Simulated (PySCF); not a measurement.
C$_{3}$H$_{7}$Cl$_{2}$Ga, singlet, at a GFN2-xTB geometry (such geometries of metal compounds can be far from the true shape); CASSCF(4,5)/STO-3G run with PySCF.

Input for PySCF:
```python
from pyscf import gto, scf, mcscf
import numpy

mol = gto.Mole()
mol.atom = '''
    Ga    0.111945    0.026344    0.270911
    Cl   -0.259142   -1.541171    1.640553
    Cl    0.356624    1.929506    1.160452
    C     0.247246   -0.280700   -1.803216
    C    -0.260727    0.960268   -2.529427
    C    -0.514283   -1.548210   -2.173306
    H     1.311129   -0.419342   -2.034285
    H    -0.092112    0.863977   -3.602664
    H    -1.329181    1.099935   -2.359955
    H     0.262256    1.852255   -2.179021
    H    -0.159662   -2.396400   -1.584677
    H    -0.370624   -1.779581   -3.229404
    H    -1.582723   -1.427342   -1.989627
'''
mol.basis = 'sto-3g'
mol.charge = 0
mol.spin = 0
mol.verbose = 4
mol.build()

mf = scf.RHF(mol)
mf.kernel()
mc = mcscf.CASSCF(mf, 5, 4)
mc.fix_spin_(ss=0.0)
mc.kernel()
occ = numpy.linalg.eigvalsh(mc.fcisolver.make_rdm1(mc.ci, mc.ncas, mc.nelecas))[::-1]
ss = mc.fcisolver.spin_square(mc.ci, mc.ncas, mc.nelecas)[0]
print('natural occupations', occ.round(4), ' <S^2>', round(ss, 4))
```

What the program printed (banner, timings and long lists left out):

```
PySCF version 2.14.0

[INPUT] verbose = 4
[INPUT] num. atoms = 13
[INPUT] num. electrons = 90
[INPUT] charge = 0
[INPUT] spin (= nelec alpha-beta = 2S) = 0
[INPUT] symmetry False subgroup None
[INPUT] Mole.unit = angstrom
[INPUT] Symbol           X                Y                Z      unit          X                Y                Z       unit  Magmom
[...]
nuclear repulsion = 638.266371139794
number of shells = 34
number of NR pGTOs = 174
number of NR cGTOs = 58
basis = sto-3g
ecp = {}

******** <class 'pyscf.scf.hf.RHF'> ********
method = RHF
initial guess = minao
damping factor = 0
level_shift factor = 0
DIIS = <class 'pyscf.scf.diis.CDIIS'>
diis_start_cycle = 1
diis_space = 8
diis_damp = 0
SCF conv_tol = 1e-09
SCF conv_tol_grad = None
SCF max_cycles = 50
direct_scf = True
direct_scf_tol = 1e-13
Set gradient conv threshold to 3.16228e-05
Initial guess from minao.
init E= -2923.93664883333
[...]
cycle= 1 E= -2926.36988621764  delta_E= -2.43  |g|= 0.416  |ddm|= 4.11
[...]
cycle= 2 E= -2926.47382836993  delta_E= -0.104  |g|= 0.135  |ddm|= 1.14
[...]
cycle= 3 E= -2926.48309374981  delta_E= -0.00927  |g|= 0.0403  |ddm|= 0.285
[...]
cycle= 4 E= -2926.48445083083  delta_E= -0.00136  |g|= 0.0156  |ddm|= 0.137
[...]
cycle= 5 E= -2926.48461693047  delta_E= -0.000166  |g|= 0.00381  |ddm|= 0.0484
[...]
cycle= 6 E= -2926.48463868795  delta_E= -2.18e-05  |g|= 0.00178  |ddm|= 0.0185
[...]
cycle= 7 E= -2926.4846449571  delta_E= -6.27e-06  |g|= 0.000717  |ddm|= 0.0122
[...]
cycle= 8 E= -2926.48464613394  delta_E= -1.18e-06  |g|= 0.000236  |ddm|= 0.00602
[...]
cycle= 9 E= -2926.48464626606  delta_E= -1.32e-07  |g|= 0.000112  |ddm|= 0.00175
[...]
cycle= 10 E= -2926.48464630533  delta_E= -3.93e-08  |g|= 6.18e-05  |ddm|= 0.000848
[...]
cycle= 11 E= -2926.48464632144  delta_E= -1.61e-08  |g|= 2.08e-05  |ddm|= 0.000727
[...]
cycle= 12 E= -2926.48464632284  delta_E= -1.4e-09  |g|= 9.22e-06  |ddm|= 0.000202
[...]
cycle= 13 E= -2926.48464632306  delta_E= -2.2e-10  |g|= 4.08e-06  |ddm|= 7.82e-05
[...]
Extra cycle  E= -2926.48464632309  delta_E= -2.68e-11  |g|= 2.95e-06  |ddm|= 1.36e-05
converged SCF energy = -2926.48464632309

******** <class 'pyscf.mcscf.mc1step.CASSCF'> ********
CAS (2e+2e, 5o), ncore = 43, nvir = 10
max_cycle_macro = 50
max_cycle_micro = 4
conv_tol = 1e-07
conv_tol_grad = None
orbital rotation max_stepsize = 0.02
orbital rotation threshold for CI restart = 0.01
augmented hessian ah_max_cycle = 30
augmented hessian ah_conv_tol = 1e-12
[...]
CASCI E = -2926.48704651491  S^2 = 0.0000000
[...]
macro iter  40 (  7 JK    2 micro), CASSCF E = -2926.51159841375  dE = -3.43659071e-04  S^2 = 0.0000000
               |grad[o]|=0.00339  |grad[c]|=0.00142  |ddm|=0.00785  |maxRot[o]|=0.0424
macro iter  41 (  7 JK    2 micro), CASSCF E = -2926.51188875177  dE = -2.90338024e-04  S^2 = 0.0000000
               |grad[o]|=0.00258  |grad[c]|=0.00227  |ddm|=0.0114  |maxRot[o]|=0.0544
macro iter  42 (  5 JK    2 micro), CASSCF E = -2926.51197032826  dE = -8.15764902e-05  S^2 = 0.0000000
               |grad[o]|=0.00204  |grad[c]|=0.00135  |ddm|=0.00511  |maxRot[o]|=0.0265
macro iter  43 ( 13 JK    4 micro), CASSCF E = -2926.51134336144  dE =  6.26966828e-04  S^2 = 0.0000000
               |grad[o]|=0.00159  |grad[c]|=0.0167  |ddm|=0.0236  |maxRot[o]|=0.102
macro iter  44 ( 20 JK    4 micro), CASSCF E = -2926.51144186966  dE = -9.85082243e-05  S^2 = 0.0000000
               |grad[o]|=0.00465  |grad[c]|=0.00313  |ddm|=0.00454  |maxRot[o]|=0.0147
macro iter  45 (  7 JK    2 micro), CASSCF E = -2926.51173743209  dE = -2.95562429e-04  S^2 = 0.0000000
               |grad[o]|=0.00301  |grad[c]|=0.00094  |ddm|=0.00675  |maxRot[o]|=0.0371
macro iter  46 (  6 JK    2 micro), CASSCF E = -2926.51192011236  dE = -1.82680270e-04  S^2 = 0.0000000
               |grad[o]|=0.00209  |grad[c]|=0.00127  |ddm|=0.00707  |maxRot[o]|=0.0364
macro iter  47 (  5 JK    2 micro), CASSCF E = -2926.51198612767  dE = -6.60153128e-05  S^2 = 0.0000000
               |grad[o]|=0.00176  |grad[c]|=0.00104  |ddm|=0.00509  |maxRot[o]|=0.0235
macro iter  48 ( 13 JK    4 micro), CASSCF E = -2926.51179886701  dE =  1.87260661e-04  S^2 = 0.0000000
               |grad[o]|=0.00144  |grad[c]|=0.00453  |ddm|=0.00474  |maxRot[o]|=0.0528
macro iter  49 ( 21 JK    4 micro), CASSCF E = -2926.51178786119  dE =  1.10058186e-05  S^2 = 0.0000000
               |grad[o]|=0.00233  |grad[c]|=0.00266  |ddm|=0.00244  |maxRot[o]|=0.00547
macro iter  50 ( 25 JK    4 micro), CASSCF E = -2926.51187477176  dE = -8.69105706e-05  S^2 = 0.0000000
               |grad[o]|=0.00201  |grad[c]|=0.00111  |ddm|=0.000907  |maxRot[o]|=0.0168
1-step CASSCF not converged,  50 macro (897 JK 182 micro) steps
CASSCF canonicalization
Density matrix diagonal elements [1.97519923 1.95020294 0.00696191 0.05364337 0.01399256]
CASSCF energy = -2926.51187477176
CASCI E = -2926.51187477176  E(CI) = -4.43716184481445  S^2 = 0.0000000
natural occupations [1.9781e+00 1.9539e+00 5.2300e-02 1.5000e-02 8.0000e-04]  <S^2> 0.0
```

Convergence was not reached.
